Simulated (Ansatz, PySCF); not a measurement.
Gas-phase reaction 2 R1 → P1 + P2, each structure at its B3LYP-D3(BJ)/def2-TZVP stationary point, reached from a drawn start (curvature not checked).
R1, H4OSi (SMILES O[SiH3]) (charge 0, multiplicity 1):
```xyz
6

O      1.1713    -0.3907    -0.3424
Si    -0.3987     0.0190    -0.0273
H      1.8626    -0.0217     0.2119
H     -0.8065    -0.3892     1.3401
H     -1.2104    -0.6987    -1.0293
H     -0.6183     1.4815    -0.1528
```
P1: H6OSi2 (SMILES [SiH3]O[SiH3]), charge 0, multiplicity 1.
P2: H2O (SMILES O), charge 0, multiplicity 1.

P less R. No zero-point or thermal terms.

Correlated levels freeze the cores.

Programs: Ansatz (an electronic-structure program) with Gaussian orbitals; PySCF for the D3/D4 terms. No computed number here is a measurement.

One of these levels gives -18.0 kJ/mol for the reaction energy. Which?
A) MP2/cc-pV(D+d)Z
B) SVWN5/def2-TZVPP
C) BLYP-D3(BJ)/def2-TZVPP

C, BLYP-D3(BJ)/def2-TZVPP. The others give -12.4 (SVWN5/def2-TZVPP), -14.9 (MP2/cc-pV(D+d)Z)
